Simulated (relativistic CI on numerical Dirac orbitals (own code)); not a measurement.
# Mo+: resonant inelastic scattering at the M2,3 edge

Computed with this model: Dirac-Coulomb-Breit CI, orbitals from a KLI potential per configuration, model QED (radiative potential, 1s self-energy scaled to tabulated hydrogen-like ionisation energies), Kramers-Heisenberg scattering through one core-hole configuration in a parametric crystal field, unscaled Slater integrals; configurations [Kr] 4d5 → [Ne] 3s2 3p5 3d10 4s2 4p6 4d6; 300 K; core-hole width 1.2 eV; summed over polarisations. Incident energies are the highest absorption maxima for each field (at most a few, so the weaker spin-orbit partner edge can be absent), on the computed scale of the free ion. Intensities are in per cent of the strongest line above 0.02 eV; levels within 1 cm⁻¹ are merged; final levels count from the ground level, the first row holds all elastic scattering, lines under 0.4 are left out and each table stops after 24 rows. The scale of the Slater integrals is a model choice and moves the terms in proportion.

Field parameters in Wybourne normalisation: Oh B⁴₀ = 21Dq, B⁴₄ = √(5/14) B⁴₀. The field is a parameter set, without covalency.

S is read from ⟨S²⟩ = S(S + 1).

Oh, 10Dq = 3450 cm⁻¹:

```tsv
Final level (eV)	Degeneracy	Irrep	S	397.3 eV	415.5 eV
0.000	6	Γ7+Γ8	2.50	4326.8	627.7
2.240	2	Γ7	1.49	34.2	11.8
2.247	4	Γ8	1.50	69.5	28.2
2.254	4	Γ8	1.50	28.6	4.3
2.264	2	Γ6	1.50	14.0	4.1
2.423	2	Γ7	1.49	1.3	4.6
2.438	4	Γ8	1.50	5.4	15.3
2.459	2	Γ6	1.50	3.0	1.9
2.461	4	Γ8	1.50	7.4	3.0
2.494	4	Γ8	1.49	7.3	4.3
2.496	2	Γ7	1.50	3.1	3.0
2.499	2	Γ6	1.50	5.4	4.7
2.500	4	Γ8	1.50	11.2	12.4
2.952	4	Γ8	1.50	82.8	27.8
2.984	2	Γ6	1.50	40.3	28.1
3.002	4	Γ8	1.49	95.0	55.0
3.019	2	Γ7	1.49	47.6	29.7
3.054	2	Γ7	1.47	67.3	69.2
3.057	4	Γ8	1.49	100.0	96.8
3.078	2	Γ6	1.50	33.1	31.7
3.138	2	Γ7	0.60	2.6	2.1
3.154	2	Γ6	1.50	11.9	7.3
3.160	4	Γ8	1.49	70.4	60.0
3.183	4	Γ8	1.47	35.8	25.9
```

Oh, 10Dq = 7750 cm⁻¹:

```tsv
Final level (eV)	Degeneracy	Irrep	S	397 eV	415.2 eV
0.000	6	Γ7+Γ8	2.50	3020.6	407.6
1.743	2	Γ7	1.46	48.9	18.1
1.759	4	Γ8	1.49	100.0	41.2
1.774	4	Γ8	1.50	34.0	8.7
1.786	2	Γ6	1.50	16.8	6.2
2.161	2	Γ7	1.24	5.4	8.8
2.182	4	Γ8	1.40	22.3	31.7
2.221	2	Γ6	1.50	9.6	11.5
2.223	4	Γ8	1.50	23.9	20.8
2.243	2	Γ7	0.95	2.1	3.0
2.329	4	Γ8	0.70	1.8	2.2
2.490	4	Γ8	1.48	15.7	8.4
2.493	2	Γ7	1.49	8.1	5.5
2.498	2	Γ6	1.49	10.7	7.5
2.500	4	Γ8	1.50	23.5	15.6
2.835	4	Γ8	1.49	50.3	28.1
2.840	2	Γ6	1.49	31.3	26.4
2.869	2	Γ7	1.12	38.5	36.0
2.891	4	Γ8	1.49	97.2	80.2
2.986	2	Γ7	1.04	26.3	20.7
3.058	2	Γ7	1.11	10.0	8.3
3.066	4	Γ8	1.06	18.7	15.7
3.099	2	Γ6	1.48	21.0	18.4
3.115	4	Γ8	1.10	22.7	16.5
```

Oh, 10Dq = 12100 cm⁻¹:

```
Final level (eV)  Degeneracy  Irrep     S  396.7 eV  398 eV  414.9 eV
           0.000           6  Γ7+Γ8  2.49    4147.0  2572.9     514.5
           1.103           2     Γ7  0.93      38.9     7.8      15.4
           1.201           4     Γ8  1.21     100.0    22.5      45.8
           1.260           4     Γ8  1.50      66.8    17.0      27.8
           1.275           2     Γ6  1.50      21.2     3.4      12.3
           1.333           2     Γ7  1.23      44.7    10.1      17.3
           1.348           4     Γ8  0.97      46.5    12.3      22.2
           1.799           2     Γ7  1.49      20.2    25.8      27.6
           1.806           2     Γ6  1.50      18.6    33.4      33.0
           1.806           4     Γ8  1.49      50.1    71.4      73.5
           1.808           4     Γ8  1.49      53.8    56.0      58.6
           2.381           4     Γ8  0.84       9.9     9.6       4.6
           2.413           2     Γ7  0.56       6.3     2.6       7.5
           2.441           2     Γ6  0.98       7.7     6.3       4.7
           2.467           2     Γ7  1.33      13.2    10.5       8.0
           2.491           4     Γ8  1.42      39.3    25.7      25.3
           2.543           4     Γ8  1.27      20.3    15.2       9.4
           2.547           2     Γ6  1.18      13.5     7.2       9.1
           2.637           4     Γ8  0.67       3.3     4.1       2.0
           2.646           2     Γ7  0.78       2.0     2.9       1.2
           2.751           4     Γ8  1.15      39.3    34.8      25.7
           2.786           2     Γ6  1.49      40.0    35.6      32.6
           2.820           4     Γ8  1.37      93.3    57.5      78.3
           2.841           4     Γ8  1.16      49.0    37.3      37.4
```

For the first field the strongest loss at the lowest incident energy is the level at 3.06 eV (S = 1.49, against 2.50 in the thermal ground state). Levels of other spin, the first over 8 % at 2.24 eV, appear because spin-orbit coupling of the core hole, and in heavier ions of the valence shell too, mixes spins.
